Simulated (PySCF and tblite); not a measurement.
The numbers below are computed, except where a source is named.
C₈H₆F₄O, numbered as in [CH3:1][O:2][c:3]1[cH:4][cH:5][c:6]([F:7])[c:8]([C:9]([F:10])([F:11])[F:12])[cH:13]1. Level: PBE0-D3(BJ)/pcSseg-1//GFN2-xTB, thermal terms from GFN2-xTB, symmetry numbers and mirror pairs counted. Conformers within 2.5 kcal/mol (GFN2-xTB free energy) were kept, 2 at most. GIAO shieldings: PBE0/pcSseg-1. Shifts are against TMS (¹H), TMS (¹³C), CFCl3 (¹⁹F) at the same level. (PySCF 2.14, tblite 0.8.)

Torsions listed: C1–O2–C3–C4.

```
conformer  shape  point group  mirror pair  ΔE(DFT)  Δ(G−E) at 350 K  δ C4 (ppm)
        1   180°           Cs           no     0.00             0.00       128.3
        2     0°           Cs           no     0.33             0.00       116.2
```

Energies in kcal/mol; the thermal term leaves out symmetry numbers and mirror images.

Task: Work out the weights at 350 K and the ¹³C shift of C4 under fast exchange.

Result: RT = 0.696 kcal/mol. Each conformer gets RT ln(σ/g), with σ the rotational symmetry number and g = 2 for a mirror pair: 1: σ = 1, g = 1, G = 0.00 + 0.00 + 0.00 = 0.00, 0.00 above the lowest, exp(−ΔG/RT) = 1.000; 2: σ = 1, g = 1, G = 0.33 + 0.00 + 0.00 = 0.33, 0.33 above the lowest, exp(−ΔG/RT) = 0.622. The sum is 1.622, so the weights are 61.6, 38.4 %. The averaged shift is 123.7 ppm. At 298.15 K it is 123.9 ppm. At 298.15 K the leading conformer alone gives 128.3 ppm and bare DFT energies give 123.9 ppm.


Conformer gaps in pcSseg-1 on xTB geometries can be 2 kcal/mol off for S=O, P=O and other polar bonds.